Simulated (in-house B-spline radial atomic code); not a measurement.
How numerical settings move a run on Co²⁺, [Ar] 3d7. Computed with a B-spline radial code for spherical atoms: Dirac-Kohn-Sham LDA VWN5, spherical fractional occupations, Fermi nucleus of rms radius 3.7875 fm.

Command:
```bash
python run_scf.py task.json out
```
Settings of the sound reference run:
```
Z                27
electrons        25
configuration    [Ar] 3d7
hamiltonian      dirac
method           lda,vwn
spin_polarised   False
nucleus          fermi
rms_radius       3.7875
mass_number      59
atomic_mass      58.93319
speed_of_light   137.036
knot_spacing     0.22
spline_order     8
gauss_points     12
box_radius       22.22
max_iterations   70
damping          0.5
damped_steps     3
diis_vectors     10
tolerance        1e-08
start            Thomas-Fermi
```

Time taken, with all properties: 1.2 s on 1 thread of Intel(R) Xeon(R) Platinum 8488C (shared host).

It converges in 10 iterations to -1389.847207 hartree, with 3d5/2 at -27.3204 eV. The other runs change the listed settings, some to values that make no sense; their results aren't properties of the atom or ion. Radii are in bohr (the nuclear one in fm), a minus after a letter asks for a j subshell, and «unchanged» means within 1e-8 hartree. The run stops when the residual is below 10 × tolerance × max(1, Z/10), or a noise floor if that is larger, and the energy moves by less than 1e-8 × √|E| hartree; so very loose and very tight tolerances often act alike.

| changed settings | outcome |
| --- | --- |
| diis_vectors = 4 | converged in 10 iterations, energy unchanged, 3d5/2 level +6.5e-06 eV |
| method = hf, spin_polarised = True | stopped with error: spin polarisation is not served with the Dirac Hamiltonian |
| knot_spacing = 0.3, max_iterations = 50, tolerance = 1e-05 | converged in 9 iterations, energy +1.36e-06 hartree from the reference, 3d5/2 level -6.0e-05 eV |
| spline_order = 7, max_iterations = 3, tolerance = 1e-10 | not converged after 3 iterations, last residual 7.3e-02, last energy +2.63e-01 hartree from the reference |
| spline_order = 10, gauss_points = 8, max_iterations = 50 | converged in 10 iterations, energy unchanged |
| first_knot = 0.111 | converged in 10 iterations, energy +3.49e+00 hartree from the reference, 3d5/2 level -1.5e-01 eV |
| diis_vectors = 2 | converged in 12 iterations, energy unchanged, 3d5/2 level +2.2e-05 eV |
| first_knot = 0.00037 | converged in 10 iterations, energy +8.77e-06 hartree from the reference |
| gauss_points = 4 | converged in 10 iterations, energy +6.76e-08 hartree from the reference |
| diis_vectors = 1 | not converged after 70 iterations, last residual 9.6e-01, last energy +3.73e+01 hartree from the reference |
| first_knot = 0.111, max_iterations = 3, damped_steps = 1 | not converged after 3 iterations, last residual 8.3e-01, last energy +3.27e+01 hartree from the reference |
| gauss_points = 3 | converged in 9 iterations, energy +5.10e-05 hartree from the reference, 3d5/2 level -7.6e-05 eV |

(1) What happens with first_knot = 0.037?

(2) What happens with electrons = 28, configuration = [Ar] 3d7 4s3, max_iterations = 60?

(3) What happens with spline_order = 10, gauss_points = 16, max_iterations = 12, tolerance = 0.01?

(4) What happens with first_knot = 0.0037?

Answers

(1) Converged in 10 iterations, energy +2.30e-01 hartree from the reference, 3d5/2 level -7.9e-03 eV.

(2) Stopped with error: shell 4s holds at most 2 electrons.

(3) Converged in 9 iterations, energy unchanged, 3d5/2 level -5.9e-05 eV.

(4) Converged in 10 iterations, energy -3.09e-03 hartree from the reference, 3d5/2 level -2.8e-05 eV.
